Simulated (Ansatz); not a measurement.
Spin states of CrH2O2 (SMILES [OH][Cr][OH]), each relaxed with B3LYP-D3(BJ)/def2-TZVP.
State 1 (charge 0, multiplicity 5):
```xyz
5

Cr     0.3332    -0.2329     0.3518
O      1.3538    -0.0653    -1.1328
H      1.5436     0.7173    -1.6562
O     -1.2977    -0.5121     1.0839
H     -1.9867     0.1227     1.2961
```
State 2 (charge 0, multiplicity 1):
```xyz
5

Cr     0.196    -0.477     0.138
O      1.336     0.073    -1.039
H      1.666     0.709    -1.675
O     -1.229    -0.361     1.109
H     -2.022     0.086     1.411
```

Singlets are restricted, other states unrestricted; no spin–orbit coupling, no relativity up to Kr; see below for the cores. The largest T1 diagnostic is 0.038.

Correlated levels freeze the inner cores; with def2 sets outer-core shells near the valence are correlated too. CBS: X⁻³ extrapolation of the correlation energy, Hartree–Fock from the larger set.

Run with Ansatz (a quantum-chemistry and plane-wave program) with Gaussian orbitals. Each number belongs to the level named beside it.

Question: Predict the energy of the multiplicity-1 state less that of the multiplicity-5 state from B3LYP/def2-TZVPP.

Answer: 2.23 eV

Question: Estimate the energy of the multiplicity-1 state less that of the multiplicity-5 state that wB97M-V/def2-TZVPP returns for this input.

Answer: 2.00 eV

Question: Give the energy of the multiplicity-1 state less that of the multiplicity-5 state at the level CCSD(T)/CBS(def2-SVP, def2-TZVPP).

Answer: 2.31 eV

Doubts at one or more of the structures used: a restricted determinant that unrestricted orbitals would lower (CCSD(T)/CBS(def2-SVP, def2-TZVPP)).
